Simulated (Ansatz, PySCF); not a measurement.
Gas-phase reaction (SMILES): BBr (BH2Br) + N (NH3) -> BN (BNH4) + Br (HBr); ammonia cleaves one B-Br bond, a model of a ligand-exchange step.

Structures are relaxed separately at B3LYP-D3(BJ)/def2-TZVP in Ansatz (an electronic-structure program), one conformer each, not searched for the lowest. Cores are frozen in the correlated levels unless marked. No spin-orbit coupling. The frozen core is the preceding noble-gas configuration, with the filled d and f shells of earlier blocks. Non-relativistic. CBS marks a two-point X^-3 extrapolation of the correlation energy; Hartree-Fock from the larger set. Thermal terms are rigid-rotor harmonic-oscillator values from B3LYP-D3(BJ) frequencies (Ansatz or PySCF) at 298.15 K and 1 atm. 1 Eh = 627.5095 kcal/mol.

| species | E, CCSD(T)/CBS(def2-TZVPPD,def2-QZVPPD) (Ansatz) (Eh) | E, PBE-D3(BJ)/def2-TZVPD (Ansatz + dftd3) (Eh) | H - E (Eh) | G - E (Eh) |
|---|---|---|---|---|
| BBr (BH2Br) | -2598.68521 | -2599.78782 | 0.02466 | -0.00325 |
| N (NH3) | -56.50452 | -56.51114 | 0.03799 | 0.01614 |
| BN (BNH4) | -81.92877 | -81.95225 | 0.05211 | 0.02622 |
| Br (HBr) | -2573.28305 | -2574.36932 | 0.00927 | -0.01328 |

Work out ΔE and ΔH, ΔG, ΔS and the equilibrium constant at 298.15 K at the first level, then ΔH at the second.


1. ΔE = [(-81.92877) + (-2573.28305)] - [(-2598.68521) + (-56.50452)] = -0.02209 Eh = -13.9 kcal/mol at CCSD(T)/CBS(def2-TZVPPD,def2-QZVPPD).
2. The terms H - E add up to -0.00127 Eh, so ΔH = (-0.02209 + (-0.00127))×627.5095 = -14.7 kcal/mol.
3. The terms G - E add up to 0.00005 Eh, so ΔG = -13.8 kcal/mol, and ΔS = (-0.00127 - (0.00005))×627509.5/298.15 = -2.8 cal/(mol K).
4. log10 K = -ΔG/(RT ln 10) = 10.1, with RT ln 10 = 1.3642 kcal/mol.
5. At PBE-D3(BJ)/def2-TZVPD the same steps give ΔE = -14.2 and ΔH = -15.0 kcal/mol, a shift of -0.3 from the first level.
6. These values are not checked against measurement here, since the tables used lack a sound gas-phase enthalpy of formation for at least one species.
